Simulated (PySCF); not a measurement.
Numbering as in the mapped SMILES `[SiH3:1]/[CH:2]=[C:3](/[SiH3:4])[CH:5]1[CH2:6][CH2:7][CH2:8]1`; H(Xn) means a hydrogen on atom n. Ha(C6), Ha(C7), Ha(C8) are cis to C3 on the ring; Hb(C6), Hb(C7), Hb(C8) are trans to C3 on the ring.

[PySCF 2.14.0 with density-fitted response routines: geometry: PBE0-D3(BJ)/def2-SVP; PBE0/pcSseg-1 with gauge-including orbitals; a single conformation; one averaged value for each set of equivalent atoms; no relativistic terms; gas phase]

Scale: ¹³C (σref 184.41), ¹H (σref 31.27), ²⁹Si (σref 351.99) vs TMS (reference shieldings calculated alike).

| atoms | nucleus | count | δ (ppm) |
| --- | --- | --- | --- |
| Hb(C7) | ¹H | 1 | 1.90 |
| H(Si1) | ¹H | 3 | 4.15 |
| Si4 | ²⁹Si | 1 | -68.4 |
| H(C2) | ¹H | 1 | 6.52 |
| C6/C8 | ¹³C | 2 | 30.5 |
| H(Si4) | ¹H | 3 | 4.28 |
| C5 | ¹³C | 1 | ? |
| Ha(C7) | ¹H | 1 | ? |
| C7 | ¹³C | 1 | ? |
| H(C5) | ¹H | 1 | 3.10 |
| Si1 | ²⁹Si | 1 | ? |
| C2 | ¹³C | 1 | 142.2 |
| C3 | ¹³C | 1 | 174.3 |
| Ha(C6)/Ha(C8) | ¹H | 2 | 2.07 |
| Hb(C6)/Hb(C8) | ¹H | 2 | ? |

Question: Fill in the missing shifts.

Answer: 
- C5: 46.1 ppm, allylic sp3 CH; aliphatic region, no heteroatom directly attached
- C7: 20.6 ppm, sp3 CH2 in a ring; aliphatic region, no heteroatom directly attached
- Hb(C6)/Hb(C8): 2.03 ppm, hydrogen on an sp3 CH2 in a ring
- Ha(C7): 1.71 ppm, hydrogen on an sp3 CH2 in a ring; far from electronegative atoms and π systems
- Si1: -87.4 ppm, silicon bonded to C, 3 H

Shifts are as computed. Against solution values, carbons near 30 ppm lie about +2 ppm off and those near 130 ppm about +5 ppm. Of 1211 compounds with measured shifts, 218 miss one by over three times the rms of a fit or turn the order of signals round; such compounds aren't used in these exercises.
